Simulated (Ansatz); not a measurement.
Cost and result for the atomization energy of C2H4BrSi, SMILES `C=C[SiH]Br` radical (8 atoms, 7 bonds).

Total charge 0; spin multiplicity 2. Correlated methods include outer-core shells of Br, which these sets cover unevenly. Scalar relativity is left out up to krypton. Geometry: relaxed with PBE0-D4/def2-TZVP. It is one conformer, not always the lowest. Program: Ansatz. All runs use 4 threads of an Intel Xeon 6975P-C on a shared host. Times are those of one run each, without the atoms' runs, and a repeat can differ threefold. Electronic energies, without spin–orbit coupling; frozen cores. CCSD(T)/CBS adds CCSD(T) − MP2 in def2-TZVPP to the MP2 limit, and its time is that of the two runs behind it. T1 = 0.023; ⟨S²⟩ of the reference is 0.88. With those shells the extrapolation isn't a true limit.

CCSD(T)/CBS is a level of theory with its own doubt, some kJ/mol a heavy atom from the limit and from the frozen cores, so smaller differences don't rank the functionals.

```
                             level  functions  wall time
            LDA (SPW92)/def2-TZVPP        208     0.85 s
                PBE0-D4/def2-TZVPP        208      2.7 s
r2SCAN-D4/def2-TZVPP (with forces)        208      3.2 s
               BHLYP-D4/def2-TZVPP        208      3.4 s
                 B2PLYP/def2-TZVPP        208      3.7 s
             r2SCANh-D4/def2-TZVPP        208      3.9 s
                ωB97X-V/def2-TZVPP        208        6 s
                 B97M-V/def2-TZVPP        208      6.5 s
  ωB97M-V/def2-TZVPP (with forces)        208        7 s
                  CCSD(T)/def2-SVP         98        7 s
                    MP2/def2-QZVPP        393       26 s
                CCSD(T)/def2-TZVPP        208       84 s
                 CCSD(T)/CBS(def2)          –      110 s
```

Q: What atomization energy does each give, and how far from CCSD(T)/CBS? (Best estimate.)

A: Computed: 
```json
{"level": "LDA (SPW92)/def2-TZVPP", "atomization (kJ/mol)": "3253.3", "difference from CCSD(T)/CBS": "397.1", "per bond": "56.7"}
{"level": "PBE0-D4/def2-TZVPP", "atomization (kJ/mol)": "2881.3", "difference from CCSD(T)/CBS": "25.1", "per bond": "3.6"}
{"level": "r2SCAN-D4/def2-TZVPP (with forces)", "atomization (kJ/mol)": "2886.6", "difference from CCSD(T)/CBS": "30.4", "per bond": "4.4"}
{"level": "BHLYP-D4/def2-TZVPP", "atomization (kJ/mol)": "2789.5", "difference from CCSD(T)/CBS": "-66.7", "per bond": "-9.5"}
{"level": "B2PLYP/def2-TZVPP", "atomization (kJ/mol)": "2823.2", "difference from CCSD(T)/CBS": "-33.0", "per bond": "-4.7"}
{"level": "r2SCANh-D4/def2-TZVPP", "atomization (kJ/mol)": "2870.6", "difference from CCSD(T)/CBS": "14.4", "per bond": "2.1"}
{"level": "ωB97X-V/def2-TZVPP", "atomization (kJ/mol)": "2857.0", "difference from CCSD(T)/CBS": "0.8", "per bond": "0.1"}
{"level": "B97M-V/def2-TZVPP", "atomization (kJ/mol)": "2870.4", "difference from CCSD(T)/CBS": "14.2", "per bond": "2.0"}
{"level": "ωB97M-V/def2-TZVPP (with forces)", "atomization (kJ/mol)": "2853.0", "difference from CCSD(T)/CBS": "-3.2", "per bond": "-0.5"}
{"level": "CCSD(T)/def2-SVP", "atomization (kJ/mol)": "2695.9", "difference from CCSD(T)/CBS": "-160.3", "per bond": "-22.9"}
{"level": "MP2/def2-QZVPP", "atomization (kJ/mol)": "2853.4", "difference from CCSD(T)/CBS": "-2.8", "per bond": "-0.4"}
{"level": "CCSD(T)/def2-TZVPP", "atomization (kJ/mol)": "2777.3", "difference from CCSD(T)/CBS": "-78.9", "per bond": "-11.3"}
{"level": "CCSD(T)/CBS(def2)", "atomization (kJ/mol)": "2856.2", "difference from CCSD(T)/CBS": "0.0", "per bond": "0.0"}
```

In def2-TZVPP, CCSD(T) changes the Hartree–Fock value by +634.7 kJ/mol (the triples alone add +45.2 kJ/mol) and MP2 by +664.4 kJ/mol; breaking electron pairs costs correlation energy, which Hartree–Fock lacks. The D4 term adds +32.4 kJ/mol with B3LYP and +16.8 kJ/mol with PBE0; it sums over pairs of atoms, weighted by their polarisabilities, and B3LYP, whose exchange is more repulsive, gets the larger term. From r2SCAN to r2SCAN0 (25 % exact exchange), in def2-TZVPP and without D4, the atomization energy moves by −39.5 kJ/mol: exact exchange takes away binding that semilocal exchange gives to molecules.

B3LYP here is the variant with VWN-RPA as its local correlation; programs differ in this.
